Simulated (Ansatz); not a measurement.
Reaction (ligand exchange at the Si–F bond): `F[SiH]1C[SiH2]N1` + HCl → `Cl[SiH]1C[SiH2]N1` + H–F

Gas-phase electronic energies from Ansatz, PBE0-D4/def2-TZVP geometries. CCSD(T)/CBS adds triple-zeta CCSD(T) − MP2 to the extrapolated MP2 energy (def2 sets, frozen cores). This one scheme is used for every species. Functionals use def2-TZVPP.

`F[SiH]1C[SiH2]N1`:

Z-matrix (Å, degrees):
```
Si
C 1 1.870
Si 1 2.557 2 47.3
F 1 1.600 2 113.8 3 116.0
N 1 1.713 2 90.0 3 -0.2
H 1 1.482 2 119.2 3 -120.1
H 2 1.090 1 115.5 3 115.7
H 2 1.090 1 114.5 3 -116.1
H 3 1.489 1 126.5 2 93.2
H 3 1.488 1 125.5 2 -92.3
H 5 1.005 1 132.6 2 -178.3
```

HCl:

```xyz
2

Cl   -0.271    0.374    0.442
H     0.271   -0.374   -0.442
```

`Cl[SiH]1C[SiH2]N1`:

Cartesian coordinates in Å:
```
Cl 2.023 -1.347 -1.636
Si 0.352 -0.228 -1.176
C -0.716 -0.963 0.175
Si -0.267 0.571 1.176
N 0.668 1.132 -0.179
H -0.270 0.067 -2.488
H -1.773 -1.058 -0.076
H -0.353 -1.909 0.576
H -1.413 1.453 1.530
H 0.520 0.328 2.415
H 1.229 1.954 -0.318
```

H–F:

Cartesian coordinates in Å:
```
F 0.152 0.290 -0.323
H -0.152 -0.290 0.323
```

Q: Is it downhill or uphill in electronic energy at CCSD(T)/CBS, and by how much? (Estimate.)

A: Ansatz gave: Uphill: ΔE = +40.9 kJ/mol.

Q: What do these levels give: r2SCAN-D4, PBE, BLYP, CCSD/def2-SVP, MP2/def2-TZVPP, CCSD/CBS(def2)? (Estimate.)

A: The calculation gave: r2SCAN-D4 44.6, PBE 40.3, BLYP 53.1, CCSD/def2-SVP 46.7, MP2/def2-TZVPP 38.5, CCSD/CBS(def2) 43.6 kJ/mol.

Largest T1 diagnostic among the species: 0.012.

At CCSD(T), def2-SVP lies +4.7 kJ/mol from the extrapolated value and def2-TZVPP +4.1 kJ/mol. Leaving LDA and LC-ωPBE aside and taking each functional with its dispersion term where it has one, the values, not all of them listed here, spread over 19.7 kJ/mol, from revPBE-D4 to CAM-B3LYP-D4. In def2-TZVPP, CCSD(T) changes the Hartree–Fock value by −11.4 kJ/mol (the triples alone add −2.7 kJ/mol) and MP2 by −17.9 kJ/mol.
